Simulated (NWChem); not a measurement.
Molecule: C3H4BFO; SMILES FB1C=CCO1

```xyz
10

F      0.0382    -2.1129     0.0000
B      0.0625    -0.7832     0.0000
C      1.2721     0.1906     0.0000
C      0.7117     1.4131     0.0000
C     -0.7921     1.3207     0.0000
O     -1.1103    -0.0723     0.0000
H      2.3412     0.0082     0.0000
H      1.2172     2.3766     0.0000
H     -1.2411     1.7897    -0.8858
H     -1.2411     1.7897     0.8858
```
Atoms are numbered in this order, from 1.

Computed with NWChem. Geometry: optimised at B3LYP/6-31G* (spherical d).

Estimate the computed values for Hartree-Fock/cc-pVDZ. Quantities: highest occupied level (eV); orbital gap (eV); dipole (D).

highest occupied level (eV): -10.59
orbital gap (eV): 13.68
dipole (D): 3.43
